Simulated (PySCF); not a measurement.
## Which determinant of BiB⁺ lies lowest?

Unrestricted PBE0; Bi aug-cc-pVDZ-PP with ECP60, B aug-cc-pVDZ; scalar-relativistic core potentials (PySCF 2.14). Outer shells of the fragments: Bi+ 5d10 6s2 6p2; B 2s2 2p1.

Followed along the bond (rough minima from three points):

```json
{"2Ms+1": "4", "unpaired": "σ ↑, π ↑↑", "⟨S²⟩ at the start": "3.76", "R at minimum (Å)": "2.29", "Te (eV)": "0.00"}
{"2Ms+1": "2", "unpaired": "σ ↓, π ↑↑", "⟨S²⟩ at the start": "1.76", "R at minimum (Å)": "2.29", "Te (eV)": "0.32"}
{"2Ms+1": "2", "unpaired": "σ ↑, π ↑↓", "⟨S²⟩ at the start": "1.76", "R at minimum (Å)": "2.28", "Te (eV)": "0.40"}
{"2Ms+1": "2", "unpaired": "σ ↑", "⟨S²⟩ at the start": "0.79", "R at minimum (Å)": "2.28", "Te (eV)": "1.11"}
{"2Ms+1": "2", "unpaired": "π ↑", "⟨S²⟩ at the start": "0.75", "R at minimum (Å)": "none in the scan", "Te (eV)": "≤ 1.31"}
```

Solutions found at the starting distance of 2.375 Å, counted from the lowest of them; the search is not exhaustive and high or unbound solutions are not listed, so other states can lie among these:

| 2Ms+1 | unpaired | term | E (eV) | ⟨S²⟩ | ⟨Lz²⟩ | μ (D) |
| --- | --- | --- | --- | --- | --- | --- |
| 4 | σ ↑, π ↑↑ | ⁴Σ⁻ | 0.00 | 3.76 | 0.00 | 2.35 |
| 2 | σ ↓, π ↑↑ | mixed | 0.32 | 1.76 | 0.00 | 2.44 |
| 2 | σ ↑, π ↑↓ | mixed | 0.42 | 1.76 | 2.01 | 2.26 |
| 2 | σ ↑ | mixed | 1.11 | 0.79 | 2.00 | 2.00 |
| 2 | π ↑ | ²Π | 1.53 | 0.75 | 1.00 | 0.49 |
| 2 | π ↑ | ²Π | 1.64 | 0.84 | 1.07 | 2.67 |

A term symbol is given only where ⟨S²⟩ and ⟨Lz²⟩ are close to those of a pure state; real π, δ and φ orbitals otherwise mix terms. A positive dipole points towards B; it is taken about the centre of mass and depends on that origin.

These are scalar-relativistic numbers at best; spin–orbit coupling would shift them, the dissociation energy most.
